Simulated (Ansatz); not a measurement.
A structure relaxed at B3LYP-D4/def2-SVP in Ansatz, charge 1, doublet:

Cartesian coordinates in Å:
```
F -1.353 -1.165 -1.065
F -1.369 1.081 1.143
O 1.270 0.920 0.975
O 1.283 -0.831 -1.027
O -0.669 1.481 -1.575
O -0.514 -1.536 1.594
Ti -0.518 -0.014 0.018
H 1.983 0.368 1.332
H 1.048 1.570 1.660
H 1.894 -0.224 -1.471
H 1.062 -1.523 -1.671
H -0.963 2.368 -1.311
H -1.267 1.202 -2.288
H -0.829 -2.414 1.325
H -1.055 -1.284 2.362
```

Question: Give its formula, name or SMILES.

Answer: cis-[TiF2(H2O)4]+ (TiO₄F₂H₈⁺).

Question: Summarise the bond lengths by kind (pairs closer than 1.2 times the sum of covalent radii, bridged metal pairs left out).

Answer: 4 × O–Ti 2.19 to 2.24 Å; 2 × F–Ti 1.79 Å; 8 × H–O 0.97 Å. The metal has 6 neighbours: F 1.79 Å, F 1.79 Å, O 2.23 Å, O 2.24 Å, O 2.19 Å, O 2.19 Å.

The relaxation made no stability test and no search for a lower SCF solution. No other spin state of charge 1 was run. Another isomer (doublet) lies 0.15 eV lower at PBE0-D4/def2-TZVP; other spin states weren't run for this one.
